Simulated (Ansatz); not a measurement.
System: CBrCl3, charge 0, singlet. CBrCl3 (bromo(trichloro)methane, SMILES ClC(Cl)(Cl)Br).
B3LYP-D3(BJ)/def2-TZVP minimum from Ansatz (a quantum-chemistry and plane-wave program):
```xyz
5

Cl    -1.2662     1.4824    -0.1617
C     -0.4171    -0.0629     0.0430
Cl    -0.9655    -1.2147    -1.1913
Cl    -0.7468    -0.7169     1.6599
Br     1.5182     0.2290    -0.1564
```

Total energies in hartree (Ansatz). Open shells are spin-unrestricted; no spin-orbit coupling. Cores are frozen in correlated methods (noble-gas shells, and filled d and f shells in the p block). No relativity. Spin-orbit terms, left out, reach several kcal/mol for Br and I, and more for heavier atoms.

```csv
species,HF/def2-TZVPP,CCSD(T)/def2-TZVPP,HF/def2-QZVPP,CCSD(T)/def2-QZVPP,CCSD(T)/def2-SVP,CCSDT(Q)/def2-SVP
1: CBrCl3 (SMILES ClC(Cl)(Cl)Br),-3988.78626,-3989.78587,-3988.87533,-3989.96396,-3988.67505,-3988.67744
2: Cl (doublet),-459.47685,-459.66464,-459.48954,-459.69535,-459.44599,-459.44629
3: C (triplet),-37.69248,-37.78103,-37.69363,-37.78651,-37.71541,-37.71574
4: Br (doublet),-2572.39810,-2572.55635,-2572.44770,-2572.62201,-2572.19581,-2572.19614
```

**Question.** Work out the atomisation energy (electronic, to ground-state atoms) in kcal/mol: take Hartree-Fock from def2-QZVPP, extrapolate the CCSD(T) correlation energy as X^-3 (X = 3, 4), and add CCSDT(Q) - CCSD(T) in def2-SVP. 1 hartree = 627.51 kcal/mol.

**Answer.** 
Species 1: correlation (64·(-1.08863) - 27·(-0.99961))/37 = -1.15359; step -0.00239; E1 = -3988.87533 + (-1.15359) + (-0.00239) = -3990.03131
Species 2: correlation (64·(-0.20581) - 27·(-0.18779))/37 = -0.21896; step -0.00030; E2 = -459.48954 + (-0.21896) + (-0.00030) = -459.70880
Species 3: correlation (64·(-0.09288) - 27·(-0.08855))/37 = -0.09604; step -0.00033; E3 = -37.69363 + (-0.09604) + (-0.00033) = -37.79000
Species 4: correlation (64·(-0.17431) - 27·(-0.15825))/37 = -0.18603; step -0.00033; E4 = -2572.44770 + (-0.18603) + (-0.00033) = -2572.63406
-1·E1 +3·E2 +1·E3 +1·E4 = 0.48085 hartree = 301.7 kcal/mol.
